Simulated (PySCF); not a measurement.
Two-component Hartree-Fock for Hg⁷¹⁺ (mercury, charge +71)

Start: [He] 2s2 2p5; 2p1/2 filled at m_j = -1/2, +1/2; 2p3/2 filled at m_j = -1/2, +1/2, +3/2. Calculated with PySCF 2.14 in an even-tempered Gaussian basis (16 s from 59 bohr⁻², ratio 2.4; 13 p from 76 bohr⁻², ratio 2.4; 5 d from 260 bohr⁻², ratio 2.6; 4 f from 390 bohr⁻², ratio 2.6): generalised Hartree-Fock with the X2C-1e Hamiltonian and a Gaussian nucleus; one run each with spin-orbit coupling (SO) switched off, then screened by Boettger's factors.

| spinor shell | electrons | ε, spin-free (eV) | ε, screened SO (eV) | weight of nominal j (screened SO) | rms radius, screened SO (bohr) |
| --- | --- | --- | --- | --- | --- |
| 1s1/2 | 2 | -90692.5 | -90649.3 | 1.000 | 0.0187 |
| 2s1/2 | 2 | -21477.7 | -21465.5 | 1.000 | 0.0740 |
| 2p1/2 | 2 | -19521.5 | -20982.2 | 1.000 | 0.0624 |
| 2p3/2 | 3 | -19521.5 | -18948.0 | 1.000 | 0.0699 |

```csv
quantity,spin-free,screened SO
E (hartree),-12447.32157,-12493.28316
M_J,3/2,3/2
⟨J²⟩,3.750,3.750
⟨L²⟩,2.000,2.036
⟨S²⟩,0.750,0.786
```

Each row is a mean over spinors that exchange with the open shell spreads, by up to 71.513 eV (2s1/2).

Breit and QED terms are absent; they matter most for the inner s and p1/2 levels.

Densities and radii are taken from the X2C orbitals without a picture-change correction, which distorts them close to the nucleus.

Without spin-orbit coupling the j labels of p, d and f shells carry no meaning; the spin-free column gives the mean over the occupied spinors of each nl shell.
